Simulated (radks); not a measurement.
The caesium anion Cs-, [Xe] 6s2, held by a Watson sphere: a shell of charge +1 at radius R that stands for the Madelung well of a crystal (potential energy -1/R inside, -1/r outside, in hartree with lengths in bohr). Calculated with a radial shooting solver on a logarithmic mesh with Libxc functionals: scalar-relativistic Kohn-Sham, r2SCAN, spin-unpolarised, spherical densities, finite nucleus; meta-GGA in the generalised Kohn-Sham scheme; Fermi nuclear charge, rms radius of each element as measured or else 0.836 A^(1/3) + 0.57 fm.

| R (bohr) | e(5s) (eV) | e(5p) (eV) | e(6s) (eV) | <r> 6s (bohr) | sum of <r^2> (bohr^2) | X-ray form factor at sin(theta)/lambda = 0.3 1/angstrom |
|---|---|---|---|---|---|---|
| 2.82 | -30.251 | -16.682 | -3.187 | 5.010 | 107.8 | 37.929 |
| 2.85 | -30.186 | -16.622 | -3.187 | 5.012 | 107.8 | 37.930 |
| 4.71 | -27.837 | -14.301 | -2.945 | 5.442 | 118.3 | 37.926 |
| 4.75 | -27.812 | -14.275 | -2.936 | 5.456 | 118.6 | 37.926 |
| 5.04 | -27.651 | -14.108 | -2.871 | 5.554 | 121.0 | 37.924 |
| 5.51 | -27.444 | -13.892 | -2.761 | 5.716 | 124.9 | 37.920 |
| 6.56 | -27.139 | -13.574 | -2.515 | 6.063 | 134.1 | 37.916 |

Estimate the row for R = 5.33 bohr.

Answer. e(5s) (eV) -27.516; e(5p) (eV) -13.968; e(6s) (eV) -2.803; <r> 6s (bohr) 5.654; sum of <r^2> (bohr^2) 123.4; X-ray form factor at sin(theta)/lambda = 0.3 1/angstrom 37.922.
